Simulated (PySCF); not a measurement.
# Computed structure and properties of [Ho(OH)2]+

System: [Ho(OH)2]+ (singlet in the valence; each metal's 4f electrons, 10 of them, lie in its core potential, out of spins and levels); start: template (C2). Method: PySCF 2.14.0, RKS PBE0, Ho lcecp-1-SVP with ECP56, O def2-SVP, H def2-SVP; non-relativistic Hamiltonian with scalar-relativistic core potentials where named; density fitting; no spin-orbit coupling.

Input of the relaxation:

```python
mol = gto.M(atom='''
Ho     0.00000     0.00000    -0.15022
O      1.95590    -0.00000     0.72508
H      2.91550    -0.09060     0.78418
O     -1.95590     0.00000     0.72508
H     -2.91550     0.09060     0.78418''',
    basis={'Ho': 'lcecp-1-SVP', 'O': 'def2-SVP', 'H': 'def2-SVP'},
    ecp={'Ho': 'lcecp-1-SVP'},
    charge=1, spin=0)
mf = dft.RKS(mol, xc='PBE0')
mf.grids.atom_grid = (50, 194)  # f atoms: unpruned, at least (60, 302)
mf = mf.density_fit()  # fitting sets: Ho AutoAux, O def2-universal-JKFIT, H def2-universal-JKFIT
mf.conv_tol = 1e-08; mf.max_cycle = 55
mf.kernel(dm0)  # dm0: converged density of the start geometry
# quasi-Newton relaxation in Cartesian coordinates to a largest gradient under 0.00045 Eh/bohr, steps kept in the point group
```

Run from Python with OMP_NUM_THREADS=2; the lines above give its settings. Where DIIS fails, smearing, a level shift and second-order steps follow.
It took 25 s on 2 threads of Arm Neoverse V2, with other jobs on the host, from the converged density of the start.

Course of the relaxation:

| step | energy above end (eV) | largest force component within the symmetry (eV/Å) |
| --- | --- | --- |
| 0 | 1.0756 | 3.048 |
| 1 | 0.4696 | 1.380 |
| 2 | 0.2895 | 1.282 |
| 3 | 0.2494 | 1.097 |
| 4 | 0.1872 | 0.452 |
| 5 | 0.1460 | 0.618 |
| 6 | 0.0980 | 0.533 |
| 7 | 0.0572 | 0.532 |
| 8 | 0.0251 | 0.241 |
| 9 | 0.0165 | 0.259 |
| 10 | 0.0087 | 0.206 |
| 11 | 0.0016 | 0.081 |
| 12 | 0.0001 | 0.020 |
| 13 | 0.0000 | 0.014 |

Relaxed geometry (C2v):

```xyz
5

Ho    0.0000    0.0000   -0.5544
O     1.6285   -0.0347    0.5063
H     2.2898   -0.0491    1.2050
O    -1.6285    0.0347    0.5063
H    -2.2898    0.0491    1.2050
```

| contact | Å |
| --- | --- |
| Ho1–O2 (OH) | 1.944 |
| Ho1–O4 (OH) | 1.944 |

On the finer grid (75, 302):

* HOMO: -13.68 eV
* LUMO: -7.14 eV
* Dipole about the centre of mass: 2.45 D
* Set of Mulliken populations of Ho1 outside the core potential: s 2.13, p 6.19, d 1.22, f 0.08
* D3(BJ) dispersion energy (not in the energies): -0.051 eV

```
atom  Mulliken (e)  Löwdin (e)  spin (e)
 Ho1          1.38        1.15      0.00
  O2         -0.43       -0.20      0.00
  H3          0.24        0.13      0.00
  O4         -0.43       -0.20      0.00
  H5          0.24        0.13      0.00
```

The 4f levels lie in the core potential and are missing. Their spin isn't counted.

On the grid (50, 194), as all that follows. Harmonic modes: a minimum; lowest 141 cm⁻¹ (negative: unstable), highest 3948 cm⁻¹, zero-point energy 0.718 eV.

Taking off one OH (charge -1, singlet; the rest: singlet) in vacuum, both parts rigid, costs 17.86 eV; the small basis without counterpoise inflates it. Most of it is the attraction of opposite charges; other ways to part are cheaper, and one spin state was tried for the rest.

Rigid scan of OH along the line from its metal:

| distance to O2 (Å) | energy (eV) |
| --- | --- |
| 1.64 | 2.021 |
| 1.74 | 0.768 |
| 1.84 | 0.165 |
| 1.94 | 0.000 |
| 2.04 | 0.124 |
| 2.14 | 0.432 |
| 2.34 | 1.334 |
| 2.64 | 2.872 |
| 3.04 | 4.645 |
| 3.54 | 6.011 |

One start shape was tried, so this needn't be the lowest isomer.

An lcecp potential fixes the number of 4f electrons, so in runs with it no electron can move into or out of that shell.
